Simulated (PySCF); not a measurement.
Cartesian coordinates (Å):
```xyz
6

Ti     0.0602    -0.0225    -0.0257
O     -0.5409    -0.2771    -1.6228
H     -0.8774    -0.4193    -2.5142
H      1.5660    -0.8116     0.0622
H      0.2070     1.6611     0.1795
H     -1.0807    -0.7001     1.0407
```
Charge 0, spin multiplicity 1.

### Question
Predict the total energy, HOMO–LUMO gap, charge on the central atom (Mulliken), LUMO, HOMO, dipole moment and charge on the central atom (meta-Löwdin) from TPSSh-D3(BJ)/def2-TZVP // r2SCAN-D4/def2-SVP run with PySCF.

### Answer

| Item | Result |
|---|---|
| total energy | -927.1301 Ha |
| HOMO–LUMO gap | 4.85 eV |
| charge on the central atom (Mulliken) | 0.90 e |
| LUMO | -2.88 eV |
| HOMO | -7.74 eV |
| dipole moment | 1.97 D |
| charge on the central atom (meta-Löwdin) | 1.09 e |
